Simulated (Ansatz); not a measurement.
C2H6Cl2Si, SMILES `C[Si](C)(Cl)Cl`. Charge 0, multiplicity 1. Geometry: relaxed with PBE0-D4/def2-TZVP.

```xyz
11

C     0.287   -0.683    1.421
Si    0.274   -0.381   -0.405
C    -0.624    1.152   -0.923
Cl    2.220   -0.256   -1.063
Cl   -0.597   -1.998   -1.332
H    -0.735   -0.782    1.795
H     0.831   -1.600    1.653
H     0.771    0.148    1.939
H    -1.670    1.101   -0.611
H    -0.591    1.266   -2.007
H    -0.165    2.032   -0.467
```

(1) What is the dipole moment at PBE/def2-TZVPP? (An estimate is asked.)

(2) And with r2SCAN, B3LYP, ωB97M-V? (Estimate.)

(3) Give the Mulliken charges with PBE, B3LYP, r2SCAN in def2-TZVPP. (An estimate is asked.)

## Answers

(1) Ansatz gave: 2.29 D, with components (-1.01, 1.41, 1.49) D in this frame, pointing from negative to positive charge.

(2) The calculation gave: r2SCAN 2.37 D, B3LYP 2.33 D, ωB97M-V 2.32 D.

(3) Computed: 
```csv
atom,PBE,B3LYP,r2SCAN
C1,-0.36,-0.37,-0.30
Si2,0.51,0.61,0.63
C3,-0.36,-0.37,-0.30
Cl4,-0.23,-0.26,-0.26
Cl5,-0.23,-0.26,-0.26
H6,0.11,0.11,0.08
H7,0.12,0.11,0.09
H8,0.11,0.11,0.08
H9,0.11,0.11,0.08
H10,0.12,0.11,0.09
H11,0.11,0.11,0.08
```

B3LYP here is the variant with VWN-RPA as its local correlation; programs differ in this.
